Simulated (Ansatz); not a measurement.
C₁₂H₂₀F₆N₂O₄S₂⁻, that is N-butyl-N-methylpyrrolidinium cyclic bis(sulfonyl)imide with one electron more, relaxed as a doublet with UKS PBE-D4/def2-SVP in Ansatz, starting from the PBE-D4/def2-SVP geometry of the neutral singlet. Force threshold 0.03 eV/Å.

Single mean-field runs in def2-SVP are fitted with def2-universal-jkfit.

Start:

```xyz
46

C     0.503   -0.296    4.206
C     0.285    0.661    3.034
C    -0.733    0.114    2.021
C    -0.726    0.941    0.744
N    -1.879    0.662   -0.221
C    -2.102   -0.813   -0.400
C    -1.570    1.330   -1.581
C    -2.789    2.186   -1.905
C    -3.273    2.630   -0.520
C    -3.158    1.338    0.278
H    -0.445   -0.526    4.736
H     1.207    0.132    4.947
H     0.935   -1.249    3.839
H    -0.053    1.658    3.395
H     1.251    0.815    2.510
H    -1.744    0.092    2.489
H    -0.461   -0.935    1.781
H     0.208    0.760    0.179
H    -0.783    2.028    0.959
H    -1.136   -1.298   -0.646
H    -2.829   -0.953   -1.220
H    -2.508   -1.229    0.539
H    -0.655    1.934   -1.444
H    -1.319    0.539   -2.313
H    -3.575    1.589   -2.416
H    -2.524    3.026   -2.575
H    -2.608    3.414   -0.103
H    -4.306    3.027   -0.508
H    -4.000    0.658    0.043
H    -3.098    1.452    1.375
O     0.136   -1.040   -3.041
S     1.242   -0.692   -2.113
O     1.578    0.743   -1.920
N     0.997   -1.562   -0.747
S     2.125   -1.474    0.451
O     1.704   -2.408    1.515
O     2.566   -0.101    0.804
C     3.622   -2.257   -0.415
F     4.693   -2.163    0.401
F     3.347   -3.558   -0.642
C     3.969   -1.563   -1.769
F     4.390   -0.304   -1.518
F     4.993   -2.259   -2.338
C     2.810   -1.501   -2.811
F     3.227   -0.792   -3.880
F     2.492   -2.752   -3.200
```

**Question.** Estimate the energy that the relaxation releases and the steps that it takes.

**Answer.** 1.36 eV, in 23 steps; 2 min on 2 threads of AMD EPYC 7R13 on a shared host and a share (18 GiB) of an NVIDIA H100 80GB HBM3. No frequencies were taken in this run, so the end may be a saddle point.

**Question.** Does the start keep its bonding and symmetry?

**Answer.** Bonds lost: S32–C44 (atoms count from 1).

**Question.** Predict the relaxed structure.

**Answer.** 
```xyz
46

C     0.8475   -0.1528    3.9690
C     0.4976    0.8002    2.8261
C    -0.6519    0.2622    1.9607
C    -0.8187    1.1178    0.7191
N    -1.9691    0.7127   -0.2036
C    -1.9836   -0.7724   -0.4401
C    -1.8074    1.4569   -1.5464
C    -3.1774    2.0554   -1.8348
C    -3.6894    2.4175   -0.4347
C    -3.3073    1.1759    0.3650
H    -0.0265   -0.3551    4.6274
H     1.6603    0.2571    4.6032
H     1.1953   -1.1148    3.5396
H     0.2427    1.8149    3.2124
H     1.3917    0.9042    2.1742
H    -1.5899    0.2100    2.5651
H    -0.3779   -0.7724    1.6646
H     0.0972    1.0913    0.0787
H    -1.0177    2.1820    0.9712
H    -0.9440   -1.1004   -0.7151
H    -2.6985   -0.9758   -1.2588
H    -2.3115   -1.2745    0.4884
H    -1.0236    2.2238   -1.3933
H    -1.3561    0.7540   -2.2927
H    -3.8556    1.3134   -2.3121
H    -3.1027    2.9235   -2.5187
H    -3.1557    3.3123   -0.0486
H    -4.7777    2.6223   -0.3795
H    -4.0394    0.3631    0.1908
H    -3.2022    1.3211    1.4562
O     0.0968   -0.2448   -3.1028
S     1.3094    0.0140   -2.1972
O     1.2196    1.3849   -1.5032
N     0.9537   -1.1961   -0.9293
S     1.9877   -1.4329    0.2551
O     1.3322   -2.2677    1.3200
O     2.8102   -0.2690    0.7124
C     3.3131   -2.6412   -0.3924
F     4.0979   -3.0158    0.6585
F     2.6892   -3.7532   -0.8648
C     4.2408   -2.0803   -1.4986
F     5.0120   -1.0869   -0.9833
F     5.1271   -3.1197   -1.8349
C     3.5285   -1.5613   -2.7220
F     4.3931   -0.9736   -3.5856
F     2.8406   -2.5298   -3.3653
```
Bond lengths: 8 × C–C 1.51 to 1.55 Å; 6 × C–F 1.35 to 1.41 Å; 4 × C–N 1.50 to 1.54 Å; 4 × O–S 1.50 to 1.54 Å; 2 × N–S 1.59 to 1.79 Å; 1 × C–S 1.91 Å; 20 × C–H 1.11 to 1.12 Å.
